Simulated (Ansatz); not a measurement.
Consider the ligand exchange at the Sn–O bond: `C[CH](C)[Sn][OH]` + H–F → `C[CH](C)[Sn][F]` + H₂O.

Program: Ansatz. Geometries: PBE0-D4/def2-TZVP. ΔE: electronic, gas phase. CCSD(T)/CBS is the MP2 limit (def2-TZVPP, def2-QZVPP) plus CCSD(T) − MP2 in def2-TZVPP, frozen cores. This one scheme is used for every species. Functionals use def2-TZVPP. B3LYP here is the variant with VWN-RPA as its local correlation; programs differ in this. HSE06 is defined as in plane-wave codes. Elements past krypton have def2 core potentials. For Sn outer-core shells are correlated without core-valence functions, which leaves a few kJ/mol of doubt a bond. Each species was taken in one conformer, which may not be the lowest.

```json
{"level": "revPBE-D4", "ΔE (kJ/mol)": "-38.7", "difference from CCSD(T)/CBS": "0.6"}
{"level": "r2SCAN-D4", "ΔE (kJ/mol)": "-43.0", "difference from CCSD(T)/CBS": "-3.7"}
{"level": "B3LYP-D4", "ΔE (kJ/mol)": "-43.3", "difference from CCSD(T)/CBS": "-4.0"}
{"level": "r2SCANh-D4", "ΔE (kJ/mol)": "-42.9", "difference from CCSD(T)/CBS": "-3.6"}
{"level": "HSE06-D4", "ΔE (kJ/mol)": "-40.6", "difference from CCSD(T)/CBS": "-1.3"}
{"level": "ωB97M-V", "ΔE (kJ/mol)": "-43.8", "difference from CCSD(T)/CBS": "-4.5"}
{"level": "PBE-QIDH", "ΔE (kJ/mol)": "-38.6", "difference from CCSD(T)/CBS": "0.7"}
{"level": "PBE0", "ΔE (kJ/mol)": "-43.2", "difference from CCSD(T)/CBS": "-3.9"}
{"level": "HSE06", "ΔE (kJ/mol)": "-42.8", "difference from CCSD(T)/CBS": "-3.5"}
{"level": "BHLYP", "ΔE (kJ/mol)": "-49.1", "difference from CCSD(T)/CBS": "-9.8"}
{"level": "HF/def2-SVP", "ΔE (kJ/mol)": "-57.0", "difference from CCSD(T)/CBS": "-17.7"}
{"level": "CCSD/def2-SVP", "ΔE (kJ/mol)": "-44.2", "difference from CCSD(T)/CBS": "-4.9"}
{"level": "CCSD/def2-TZVPP", "ΔE (kJ/mol)": "-37.8", "difference from CCSD(T)/CBS": "1.5"}
{"level": "CCSD(T)/def2-TZVPP", "ΔE (kJ/mol)": "-34.7", "difference from CCSD(T)/CBS": "4.6"}
{"level": "HF/def2-QZVPP", "ΔE (kJ/mol)": "-54.8", "difference from CCSD(T)/CBS": "-15.5"}
{"level": "MP2/def2-QZVPP", "ΔE (kJ/mol)": "-35.2", "difference from CCSD(T)/CBS": "4.1"}
{"level": "CCSD(T)/CBS", "ΔE (kJ/mol)": "-39.3", "difference from CCSD(T)/CBS": "0"}
```

Largest T1 diagnostic among the species: 0.015.

The D4 term adds +4.1 kJ/mol with B3LYP and +2.3 kJ/mol with PBE0; it sums over pairs of atoms, weighted by their polarisabilities, and B3LYP, whose exchange is more repulsive, gets the larger term. In def2-TZVPP, CCSD(T) changes the Hartree–Fock value by +17.9 kJ/mol (the triples alone add +3.0 kJ/mol) and MP2 by +20.8 kJ/mol. Leaving LDA and LC-ωPBE aside and taking each functional with its dispersion term where it has one, the values, not all of them listed here, spread over 8.0 kJ/mol, from B97M-V to PBE-QIDH. LDA lies +7.0 kJ/mol from PBE without D4.
